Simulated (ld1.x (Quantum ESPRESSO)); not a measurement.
Ga: TM pseudisation with PBEsol, scalar-relativistic reference atom.

The input file (ld1.x (Quantum ESPRESSO) 7.5):

```
&input
   title='Ga', zed=31., rel=1, dft='PBESOL', iswitch=3,
   config='[Ar] 3d10 4s2 4p1',
   nld=2, rlderiv=2.25, eminld=-3.0, emaxld=5.0, deld=0.02
 /
 &inputp
   pseudotype=2, tm=.true., lloc=-1, rcloc=2.05,
   nlcc=.true., new_core_ps=.true.,
   file_pseudopw='Ga.UPF', file_wfcaegen='ae.wfc', file_wfcncgen='nc.wfc', file_beta='beta', file_chi='chi'
 /
2
4S  1  0   2.00   0.00  2.05  2.05  0.0
4P  2  1   1.00   0.00  1.90  1.90  0.0
 &test
   configts(1)='4s2 4p1'
 /
```

Command:

```bash
ld1.x < Ga.in > Ga.out
```

Resulting log (shortened: banner, matrices, multipoles, cross overlaps and the repeated all-electron block are left out):

```
Program LD1 v.7.5
     --------------------------- All-electron run ----------------------------

     Ga
     scalar relativistic calculation

     atomic number is 31.00
     dft =PBESOL   lsd =0 sic =0 latt =0  beta=0.20 tr2=1.0E-14
     Exchange-correlation= PBESOL
                           (   1   4  10   8   0   0   0)
     mesh =1205 r(mesh) = 101.09016 a.u. xmin = -7.00 dx = 0.01250
     1 Ry =  13.60569312 eV, c = 137.03599908

     n l     nl                  e(Ry)          e(Ha)          e(eV)
     1 0     1S 1( 2.00)      -751.2393      -375.6196    -10221.1308
     2 0     2S 1( 2.00)       -92.6973       -46.3486     -1261.2108
     2 1     2P 1( 6.00)       -80.7184       -40.3592     -1098.2298
     3 0     3S 1( 2.00)       -10.8614        -5.4307      -147.7773
     3 1     3P 1( 6.00)        -7.2530        -3.6265       -98.6819
     3 2     3D 1(10.00)        -1.4084        -0.7042       -19.1618
     4 0     4S 1( 2.00)        -0.6587        -0.3294        -8.9623
     4 1     4P 1( 1.00)        -0.1889        -0.0945        -2.5706

     final scf error:  5.8E-15 reached in  29 iterations

     Etot =   -3884.919876 Ry,   -1942.459938 Ha,  -52857.027641 eV

     Ekin =    3950.569792 Ry,    1975.284896 Ha,   53750.240245 eV
     Encl =   -9365.519737 Ry,   -4682.759868 Ha, -127424.387475 eV
     Eh   =    1677.958912 Ry,     838.979456 Ha,   22829.794027 eV
     Exc  =    -147.928843 Ry,     -73.964421 Ha,   -2012.674438 eV

     normalization and overlap integrals

     s(1S/1S) =  1.000000  <r> =   0.0486  <r2> =    0.0032  r(max) =   0.0319
     s(2S/2S) =  1.000000  <r> =   0.2180  <r2> =    0.0561  r(max) =   0.1833
     s(2P/2P) =  1.000000  <r> =   0.1908  <r2> =    0.0446  r(max) =   0.1464
     s(3S/3S) =  1.000000  <r> =   0.6523  <r2> =    0.4915  r(max) =   0.5647
     s(3P/3P) =  1.000000  <r> =   0.6795  <r2> =    0.5450  r(max) =   0.5647
     s(3D/3D) =  1.000000  <r> =   0.8108  <r2> =    0.8637  r(max) =   0.5305
     s(4S/4S) =  1.000000  <r> =   2.3400  <r2> =    6.3737  r(max) =   1.8984
     s(4P/4P) =  1.000000  <r> =   3.3910  <r2> =   13.9148  r(max) =   2.5307

     ------------------------ End of All-electron run ------------------------

     --------------------- Generating NC pseudopotential ---------------------

      Generating local potential from pseudized AE potential:
      Matching radius rcloc =   2.0500

      Local pseudo, rcloc= 2.046 Estimated cut-off energy=     5.81 Ry

      Computing core charge for nlcc:

       r > 1.55 : true rho core
      Core charge pseudized with two Bessel functions
      Integrated core pseudo-charge :   7.50

      Wfc   4S  rcut= 2.046  Using Troullier-Martins method

      Wfc   4P  rcut= 1.898  Using Troullier-Martins method

     ------------------- End of pseudopotential generation -------------------

     Computing logarithmic derivative in   2.24742
     Computing logarithmic derivative in   2.24742
     Computing the partial wave expansion
     R is outside the sphere for l=    0 j= 0.00
     R is outside the sphere for l=    1 j= 0.00

     ---------------------- Testing the pseudopotential ----------------------

     Ga
     scalar relativistic calculation

     atomic number is 31.00   valence charge is  3.00
     dft =PBESOL   lsd =0 sic =0 latt =0  beta=0.20 tr2=1.0E-14
     mesh =1205 r(mesh) = 101.09016 xmin = -7.00 dx = 0.01250

     n l     nl             e AE (Ry)        e PS (Ry)    De AE-PS (Ry)
     1 0     4S   1( 2.00)       -0.65871       -0.65872        0.00000
     2 1     4P   1( 1.00)       -0.18894       -0.18894       -0.00000

     eps = 1.1E-16  iter =  4

     Etot =   -3884.919876 Ry,   -1942.459938 Ha,  -52857.027641 eV
     Etotps =   -14.706541 Ry,      -7.353271 Ha,    -200.092685 eV

     Ekin =       1.428155 Ry,       0.714078 Ha,      19.431039 eV
     Encl =      -7.960438 Ry,      -3.980219 Ha,    -108.307273 eV
     Ehrt =       3.063855 Ry,       1.531928 Ha,      41.685872 eV
     Ecxc =     -12.141828 Ry,      -6.070914 Ha,    -165.197987 eV
     (Ecc =     -10.390829 Ry,      -5.195414 Ha,    -141.374430 eV)
     Epseu=       0.903715 Ry,       0.451857 Ha,      12.295664 eV

     ---------------------- End of pseudopotential test ----------------------
```

Generation and configuration tests took about 1.5 s on one core of a shared server CPU.
